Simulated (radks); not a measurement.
Results of a calculation; reference values are marked as such.
Problem. The table gives one normalised radial function P(r) = r R(r) (large component) of Mo in [Kr] 4d(3/2: 3, 5/2: 1) 5s2 (r in bohr). Level of theory: Dirac Kohn-Sham, relativistic LDA (MacDonald-Vosko exchange, VWN5 correlation), spin-unpolarised, spherical densities, finite nucleus; Fermi nuclear charge, rms radius 4.4091 fm (a radial shooting solver on a logarithmic mesh with Libxc functionals).

r	P
0.003801	0.0046
0.005111	0.0081
0.006817	0.0137
0.009092	0.0231
0.01222	0.0389
0.0163	0.0630
0.02174	0.0992
0.029	0.1501
0.03899	0.2169
0.05201	0.2869
0.06936	0.3385
0.09326	0.3300
0.1244	0.2144
0.1659	-0.0250
0.223	-0.3341
0.2975	-0.5293
0.3968	-0.4324
0.5335	0.0190
0.7115	0.5986
0.949	0.9780
1.276	0.9514
1.702	0.6334
2.27	0.2944
3.051	0.0888
4.07	0.0170
5.428	0.0018
7.298	0.0001
9.734	0.0000

Which n and l does it have? It may be an empty orbital.

Solution. n = 4, l = 1: the number of nodes gives n - l - 1 = 2, the rise at small r points to l (this Dirac orbital starts outside the nucleus as r^gamma with gamma = sqrt((l + 1)^2 - (Z/c)^2) = 1.98; the j = 3/2 orbital of l + 1 starts with the same power, but with a smaller coefficient, and then steepens), and the extent must fit the shell. The curve is that of 4p3/2; the two j differ most near the nucleus, where j = l - 1/2 has the larger amplitude, and in heavy atoms j = l - 1/2 is also the more compact. 4p3/2: eigenvalue -40.216 eV, 2 radial nodes at r = 0.162, 0.528 bohr, <r> = 1.24 bohr, 90 % of the charge inside 1.84 bohr.
